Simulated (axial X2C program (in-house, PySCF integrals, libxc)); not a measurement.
Nuclear properties of HfB

Calculated with an axial X2C code built on PySCF integrals: two-component X2C with atomic mean-field Coulomb and Gaunt terms, Gaussian nuclei, basis Hf dyall-cv3z, B dyall-v3z with contracted cores.

R = 2.134 Å (near the PBE0 minimum at charge 0 of the determinant lowest at the starting distance; the state shown can have its own minimum elsewhere).

Determinant lowest in the PBE0 search, Ω = 3/2 (⟨Sz⟩ = 1.48, ⟨Lz⟩ = 0.02 at PBE0), spin on the atoms Hf 0.72, B 0.76:

| level | Eeff magnitude (GV/cm) | Ws magnitude Hf (kHz) | A∥/gI Hf (MHz) | qzz Hf (a.u.) | A∥/gI B (MHz) | qzz B (a.u.) | μ (D) |
| --- | --- | --- | --- | --- | --- | --- | --- |
| PBE0 | 13.2 | 9.98 | 124 | -7.05 | 22.3 | -0.18 | -2.60 |
| HF | 84.5 | 55.9 | 576 | -7.64 | 23.3 | -0.27 | -2.65 |
| LDA | 4.06 | 4.01 | 73.7 | -6.96 | 28.8 | -0.16 | -2.42 |
| BP86 | 4.57 | 4.33 | 111 | -6.98 | 26.1 | -0.16 | -2.34 |
| BHandHLYP | 21.1 | 15.3 | 135 | -7.33 | 25.9 | -0.21 | -2.74 |

Eeff is the effective electric field on the electron electric dipole moment in this Ω state and Ws the scalar–pseudoscalar constant of the nucleus named (defined with the proton number Z and per Ω); A∥ (defined per Ω) follows by multiplying with gI = μI/(I μN); qzz is the electric field gradient, eQq0 = 234.96 MHz × Q/barn × qzz; μ is positive if the B end (last atom) is positive. The operators were transformed with the bare-nucleus X2C matrices; with these basis sets, hyperfine constants and field gradients can be off by tens of per cent, and where levels differ in sign neither size nor sign is settled.

(1) With Q(177Hf) = 3.365 barn, gI(11B) = 1.7924, Q(11B) = 0.04059 barn (g factors from the IAEA table of nuclear moments by Stone; Q from Pyykkö, Mol. Phys. 2018), turn the PBE0 values of the first state into constants in MHz.

Each state is one determinant with collinear spin, which with several unpaired electrons need not be a pure state. Unrestricted Hartree–Fock can overshoot spin polarisation at the nuclei. This is the top spin component of a Σ state; components of lower Ω are not single determinants and can lie lower. With several open shells hyperfine constants can be off by a factor of several. Where Eeff spreads by more than a factor of two the levels disagree and none is to be relied on. At HF a later determinant lies lower. States lie within half an eV, so the first need not be the ground state. Further determinants of the search, some of them spin-mixed, are not shown. Where a field gradient or hyperfine factor spreads by more than a factor of two over the levels, a constant derived from it is not to be relied on.

Answers

(1) eQq0(177Hf) = 234.96 × (3.365) × (-7.05) = -5570 MHz; A∥(11B) = 22.3 × 1.7924 = 40 MHz; eQq0(11B) = 234.96 × (0.04059) × (-0.18) = -1.72 MHz.
